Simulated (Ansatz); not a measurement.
Harmonic frequencies (cm⁻¹) at PBE0-D4/def2-TZVP from Ansatz: 168, 186, 246, 247, 332, 350, 377, 479, 622, 692, 806, 910, 1560, 1570, 3620, 3622, 3712, 3712.

Each molecule was computed in one conformer, which needn't be the lowest.

**Question.** Which molecule is it?
A. `[AlH2][O][SiH3]`
B. `[NH2][Al]([NH2])[Cl]`
C. `[SiH3][Al]([Cl])[Cl]`
D. `[SeH][Al]([SeH])[SeH]`

**Answer.** B.
